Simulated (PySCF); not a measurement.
B₂Cl₄, triplet, at a GFN2-xTB geometry (a higher spin typed on purpose: for a closed-shell molecule this is an excited state); DF-B3LYP/pcseg-2 run with PySCF.

The PySCF input:
```python
from pyscf import gto, scf, dft

mol = gto.M(
    atom='''
Cl   -1.539468   -1.666781   -0.108212
B    -0.800127   -0.077470   -0.064743
Cl   -1.826157    1.340912   -0.164120
B     0.800127    0.077470    0.064743
Cl    1.826157   -1.340912    0.164120
Cl    1.539468    1.666781    0.108212
''',
    basis='pcseg-2',
    charge=0,
    spin=2,
    verbose=4,
)

mf = dft.UKS(mol)
mf.xc = 'b3lyp'
mf = mf.density_fit(auxbasis='def2-universal-jkfit')
mf.kernel()
mf.analyze()
```

It wrote (shortened):

```
PySCF version 2.14.0

[INPUT] verbose = 4
[INPUT] num. atoms = 6
[INPUT] num. electrons = 78
[INPUT] charge = 0
[INPUT] spin (= nelec alpha-beta = 2S) = 2
[INPUT] symmetry False subgroup None
[INPUT] Mole.unit = angstrom
[INPUT] Symbol           X                Y                Z      unit          X                Y                Z       unit  Magmom
[...]
nuclear repulsion = 431.067379128467
number of shells = 24
number of NR pGTOs = 352
number of NR cGTOs = 196
basis = pcseg-2
ecp = {}

******** <class 'pyscf.df.df_jk.DFUKS'> ********
method = DFUKS
initial guess = minao
damping factor = 0
level_shift factor = 0
DIIS = <class 'pyscf.scf.diis.CDIIS'>
diis_start_cycle = 1
diis_space = 8
diis_damp = 0
SCF conv_tol = 1e-09
SCF conv_tol_grad = None
SCF max_cycles = 50
direct_scf = False
number electrons alpha = 40  beta = 38
XC library pyscf.dft.libxc version 7.1.2
    S. Lehtola, C. Steigemann, M. J. T. Oliveira, and M. A. L. Marques,  SoftwareX 7, 1–5 (2018)
XC functionals = b3lyp
    P. J. Stephens, F. J. Devlin, C. F. Chabalowski, and M. J. Frisch,  J. Phys. Chem. 98, 11623 (1994)
radial grids:
    Treutler-Ahlrichs [JCP 102, 346 (1995); DOI:10.1063/1.469408] (M4) radial grids

becke partition: Becke, JCP 88, 2547 (1988); DOI:10.1063/1.454033
pruning grids: <function nwchem_prune>
grids dens level: 3
symmetrized grids: False
atomic radii adjust function: <function treutler_atomic_radii_adjust>
small_rho_cutoff = 0
Set gradient conv threshold to 3.16228e-05
tot grids = 103616
******** <class 'pyscf.df.df.DF'> ********
auxbasis = def2-universal-jkfit
init E= -1891.50725569909

cycle= 1 E= -1890.68651755085  delta_E= 0.821  |g|= 0.149  |ddm|= 1.65

cycle= 2 E= -1890.68137976049  delta_E= 0.00514  |g|= 0.189  |ddm|= 0.309

cycle= 3 E= -1890.6987668907  delta_E= -0.0174  |g|= 0.0563  |ddm|= 0.182

cycle= 4 E= -1890.70042675853  delta_E= -0.00166  |g|= 0.0161  |ddm|= 0.0674

cycle= 5 E= -1890.70055965558  delta_E= -0.000133  |g|= 0.00348  |ddm|= 0.019

cycle= 6 E= -1890.70056984529  delta_E= -1.02e-05  |g|= 0.001  |ddm|= 0.0047

cycle= 7 E= -1890.70057057939  delta_E= -7.34e-07  |g|= 0.000175  |ddm|= 0.00114

cycle= 8 E= -1890.70057062739  delta_E= -4.8e-08  |g|= 2.99e-05  |ddm|= 0.000393

cycle= 9 E= -1890.70057062845  delta_E= -1.07e-09  |g|= 1.23e-05  |ddm|= 6.37e-05

cycle= 10 E= -1890.70057062853  delta_E= -7.37e-11  |g|= 6.36e-06  |ddm|= 2.07e-05

Extra cycle  E= -1890.7005706285  delta_E= 3.05e-11  |g|= 9.86e-06  |ddm|= 1.92e-05
converged SCF energy = -1890.7005706285  <S^2> = 2.0037298  2S+1 = 3.0024855
**** SCF Summaries ****
Total Energy =                       -1890.700570628496052
Nuclear Repulsion Energy =             431.067379128466825
One-electron Energy =                -3467.205949954391144
Two-electron Energy =                 1145.438000197428210
Two-electron Coulomb Energy =         1266.697600344977445
DFT Exchange-Correlation Energy =     -121.259600147549151
**** MO energy ****
                             alpha | beta                alpha | beta
[...]
To work with the spin densities directly, `use mulliken_meta_spin()` only printing them here.

 ** Mulliken spin pop alpha/beta on meta-lowdin orthogonal AOs **
 ** Mulliken Spin Density (per AO)  **
spin_pop of  0 Cl 1s       -0.00000
spin_pop of  0 Cl 2s       -0.00000
spin_pop of  0 Cl 3s        0.00055
spin_pop of  0 Cl 4s        0.00012
spin_pop of  0 Cl 5s        0.00000
spin_pop of  0 Cl 2px       0.00001
spin_pop of  0 Cl 2py      -0.00000
spin_pop of  0 Cl 2pz       0.00000
spin_pop of  0 Cl 3px       0.15695
spin_pop of  0 Cl 3py      -0.00741
spin_pop of  0 Cl 3pz       0.05954
spin_pop of  0 Cl 4px       0.00079
spin_pop of  0 Cl 4py       0.00030
spin_pop of  0 Cl 4pz       0.00194
spin_pop of  0 Cl 5px       0.00001
spin_pop of  0 Cl 5py      -0.00000
spin_pop of  0 Cl 5pz       0.00000
spin_pop of  0 Cl 3dxy     -0.00036
spin_pop of  0 Cl 3dyz      0.00071
spin_pop of  0 Cl 3dz^2     0.00003
spin_pop of  0 Cl 3dxz      0.00045
[...]
spin_pop of  3 B 4py      -0.00001
spin_pop of  3 B 4pz       0.00076
spin_pop of  3 B 3dxy     -0.00005
spin_pop of  3 B 3dyz     -0.00018
spin_pop of  3 B 3dz^2    -0.00052
spin_pop of  3 B 3dxz      0.00105
spin_pop of  3 B 3dx2-y2    0.00135
spin_pop of  3 B 4dxy      0.00000
spin_pop of  3 B 4dyz      0.00001
spin_pop of  3 B 4dz^2    -0.00001
spin_pop of  3 B 4dxz      0.00008
spin_pop of  3 B 4dx2-y2    0.00018
spin_pop of  3 B 4f-3     -0.00000
spin_pop of  3 B 4f-2     -0.00001
spin_pop of  3 B 4f-1     -0.00006
spin_pop of  3 B 4f+0      0.00011
spin_pop of  3 B 4f+1     -0.00000
spin_pop of  3 B 4f+2     -0.00000
spin_pop of  3 B 4f+3      0.00016
spin_pop of  4 Cl 1s       -0.00000
spin_pop of  4 Cl 2s       -0.00000
spin_pop of  4 Cl 3s        0.00055
spin_pop of  4 Cl 4s        0.00012
spin_pop of  4 Cl 5s        0.00000
spin_pop of  4 Cl 2px       0.00001
spin_pop of  4 Cl 2py      -0.00000
spin_pop of  4 Cl 2pz       0.00000
spin_pop of  4 Cl 3px       0.15665
spin_pop of  4 Cl 3py      -0.00710
spin_pop of  4 Cl 3pz       0.05954
spin_pop of  4 Cl 4px       0.00069
spin_pop of  4 Cl 4py       0.00040
spin_pop of  4 Cl 4pz       0.00194
spin_pop of  4 Cl 5px       0.00001
spin_pop of  4 Cl 5py      -0.00000
spin_pop of  4 Cl 5pz       0.00000
spin_pop of  4 Cl 3dxy     -0.00017
spin_pop of  4 Cl 3dyz      0.00047
spin_pop of  4 Cl 3dz^2     0.00004
spin_pop of  4 Cl 3dxz      0.00067
spin_pop of  4 Cl 3dx2-y2   -0.00020
spin_pop of  4 Cl 4dxy      0.00000
spin_pop of  4 Cl 4dyz      0.00007
spin_pop of  4 Cl 4dz^2     0.00000
spin_pop of  4 Cl 4dxz      0.00004
spin_pop of  4 Cl 4dx2-y2    0.00002
spin_pop of  4 Cl 4f-3     -0.00002
spin_pop of  4 Cl 4f-2      0.00000
spin_pop of  4 Cl 4f-1     -0.00000
spin_pop of  4 Cl 4f+0      0.00000
spin_pop of  4 Cl 4f+1      0.00001
spin_pop of  4 Cl 4f+2     -0.00000
spin_pop of  4 Cl 4f+3      0.00000
spin_pop of  5 Cl 1s       -0.00000
spin_pop of  5 Cl 2s       -0.00000
spin_pop of  5 Cl 3s        0.00055
spin_pop of  5 Cl 4s        0.00012
spin_pop of  5 Cl 5s        0.00000
spin_pop of  5 Cl 2px       0.00001
spin_pop of  5 Cl 2py      -0.00000
spin_pop of  5 Cl 2pz       0.00000
spin_pop of  5 Cl 3px       0.15695
spin_pop of  5 Cl 3py      -0.00741
spin_pop of  5 Cl 3pz       0.05954
spin_pop of  5 Cl 4px       0.00079
spin_pop of  5 Cl 4py       0.00030
spin_pop of  5 Cl 4pz       0.00194
spin_pop of  5 Cl 5px       0.00001
spin_pop of  5 Cl 5py      -0.00000
spin_pop of  5 Cl 5pz       0.00000
spin_pop of  5 Cl 3dxy     -0.00036
spin_pop of  5 Cl 3dyz      0.00071
spin_pop of  5 Cl 3dz^2     0.00003
spin_pop of  5 Cl 3dxz      0.00045
spin_pop of  5 Cl 3dx2-y2   -0.00001
spin_pop of  5 Cl 4dxy      0.00001
spin_pop of  5 Cl 4dyz      0.00009
spin_pop of  5 Cl 4dz^2     0.00000
spin_pop of  5 Cl 4dxz      0.00002
spin_pop of  5 Cl 4dx2-y2    0.00002
spin_pop of  5 Cl 4f-3     -0.00002
spin_pop of  5 Cl 4f-2      0.00001
spin_pop of  5 Cl 4f-1     -0.00000
spin_pop of  5 Cl 4f+0      0.00000
spin_pop of  5 Cl 4f+1      0.00001
spin_pop of  5 Cl 4f+2     -0.00002
spin_pop of  5 Cl 4f+3      0.00001
 ** Mulliken Spin Density (per atom)  **
spin density of  0 Cl =      0.21376
spin density of  1 B =      0.57249
spin density of  2 Cl =      0.21376
spin density of  3 B =      0.57249
spin density of  4 Cl =      0.21376
spin density of  5 Cl =      0.21376
 ** Mulliken pop alpha/beta on meta-lowdin orthogonal AOs **
 ** Mulliken pop       alpha | beta **
In total            40.00000 | 38.00000
 ** Mulliken atomic charges   ( Nelec_alpha | Nelec_beta ) **
charge of  0Cl =      0.03165  (     8.59105      8.37730 )
charge of  1B =     -0.06330  (     2.81790      2.24541 )
charge of  2Cl =      0.03166  (     8.59105      8.37729 )
charge of  3B =     -0.06330  (     2.81790      2.24541 )
charge of  4Cl =      0.03166  (     8.59105      8.37729 )
charge of  5Cl =      0.03165  (     8.59105      8.37730 )
Dipole moment(X, Y, Z, Debye):  0.00000, -0.00000,  0.00000
```
